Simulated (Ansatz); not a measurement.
Isolated molecules relaxed with PBE0-D4/def2-TZVP in Ansatz; ΔE leaves out vibrations. CBS: MP2 limit from def2 TZ/QZ plus the TZ coupled-cluster correction, frozen cores. This one scheme is used for every species. DFT in def2-TZVPP. B3LYP here is the variant with VWN-RPA as its local correlation; programs differ in this. HSE06 is defined as in plane-wave codes. One conformer a species, not always the lowest.

Reaction (substitution at a C–O bond): `OBCO` + H–F → `OBCF` + H₂O

(1) Is it downhill or uphill in electronic energy at CCSD(T)/CBS, and by how much? (Best estimate.)

(2) What do these levels give: r2SCAN-D4, HSE06-D4, B3LYP, r2SCANh, HF/def2-SVP, MP2/def2-QZVPP? (Estimate.)

Largest T1 diagnostic among the species: 0.012.

Results:

(1) Ansatz gave: Uphill: ΔE = +1.5 kcal/mol.

(2) Computed: r2SCAN-D4 0.6, HSE06-D4 1.3, B3LYP -0.7, r2SCANh 0.6, HF/def2-SVP -1.8, MP2/def2-QZVPP 2.4 kcal/mol.

The D4 term adds +0.8 kcal/mol with B3LYP and +0.4 kcal/mol with PBE0; it sums over pairs of atoms, weighted by their polarisabilities, and B3LYP, whose exchange is more repulsive, gets the larger term. At CCSD(T), def2-SVP lies −0.8 kcal/mol from the extrapolated value and def2-TZVPP −0.2 kcal/mol. In def2-TZVPP, CCSD(T) changes the Hartree–Fock value by +3.3 kcal/mol (the triples alone add +0.4 kcal/mol) and MP2 by +4.3 kcal/mol.
